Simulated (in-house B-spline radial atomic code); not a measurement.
Gd8+: [Kr] 4d10 4f5 5s2 5p2 9s1 (an excited or competing configuration)

All numbers are computed (Dirac-Hartree-Fock, average of configuration; Fermi nucleus of rms radius 5.1569 fm) with a radial B-spline atomic code at the basis-set limit, not measured.

Z_r = [3n² - l(l+1)]/(2<r>); Z_e = n√(-2ε); the last column is Slater's effective charge. Values are occupation-weighted means over j. An effective charge above Z reflects the relativistic contraction of the inner shells.

```json
{"shell": "1s", "electrons": "2", "ε (eV)": "-50689", "<r> (bohr)": "0.0219", "Z_r": "68.48", "Z_e": "61.04", "Slater": "63.70"}
{"shell": "2s", "electrons": "2", "ε (eV)": "-8609.6", "<r> (bohr)": "0.09267", "Z_r": "64.75", "Z_e": "50.31", "Slater": "59.85"}
{"shell": "2p", "electrons": "6", "ε (eV)": "-7697.1", "<r> (bohr)": "0.08208", "Z_r": "60.91", "Z_e": "47.57", "Slater": "59.85"}
{"shell": "3s", "electrons": "2", "ε (eV)": "-2073.7", "<r> (bohr)": "0.2431", "Z_r": "55.54", "Z_e": "37.04", "Slater": "52.75"}
{"shell": "3p", "electrons": "6", "ε (eV)": "-1782.2", "<r> (bohr)": "0.2417", "Z_r": "51.72", "Z_e": "34.34", "Slater": "52.75"}
{"shell": "3d", "electrons": "10", "ε (eV)": "-1384.4", "<r> (bohr)": "0.2208", "Z_r": "47.56", "Z_e": "30.26", "Slater": "42.85"}
{"shell": "4s", "electrons": "2", "ε (eV)": "-554.53", "<r> (bohr)": "0.5496", "Z_r": "43.67", "Z_e": "25.54", "Slater": "36.25"}
{"shell": "4p", "electrons": "6", "ε (eV)": "-454.19", "<r> (bohr)": "0.5799", "Z_r": "39.66", "Z_e": "23.11", "Slater": "36.25"}
{"shell": "4d", "electrons": "10", "ε (eV)": "-309.4", "<r> (bohr)": "0.6246", "Z_r": "33.62", "Z_e": "19.07", "Slater": "24.85"}
{"shell": "5s", "electrons": "2", "ε (eV)": "-178.04", "<r> (bohr)": "1.212", "Z_r": "30.93", "Z_e": "18.09", "Slater": "15.40"}
{"shell": "4f", "electrons": "5", "ε (eV)": "-158.49", "<r> (bohr)": "0.717", "Z_r": "25.10", "Z_e": "13.65", "Slater": "16.60"}
{"shell": "5p", "electrons": "2", "ε (eV)": "-150.57", "<r> (bohr)": "1.325", "Z_r": "27.55", "Z_e": "16.63", "Slater": "15.40"}
{"shell": "9s", "electrons": "1", "ε (eV)": "-24.315", "<r> (bohr)": "7.589", "Z_r": "16.01", "Z_e": "12.03", "Slater": "9.00"}
```

The least bound orbital is 9s1/2 at -24.31 eV, and it is also the most diffuse (<r> = 7.589 bohr).

Spin-orbit splittings of the orbital energies (j = l + 1/2 above j = l - 1/2 when positive): 2p 697.7 eV, 3p 146 eV, 3d 31.38 eV, 4p 33.27 eV, 4d 6.162 eV, 4f 0.8562 eV, 5p 6.557 eV.

For the 1s electron the small component carries 5.69 % of the norm, the zero-frequency Breit interaction raises the level by 150.8 eV, self-energy by 90.3 eV, and vacuum polarisation lowers it by 14.72 eV.

The density falls to 0.001 bohr⁻³ at 2.639 bohr; Σ<r²> = 82.921 bohr² gives, by the non-relativistic formula and without the paramagnetism of open shells, a Langevin diamagnetic susceptibility of -65.67×10⁻⁶ cm³/mol.
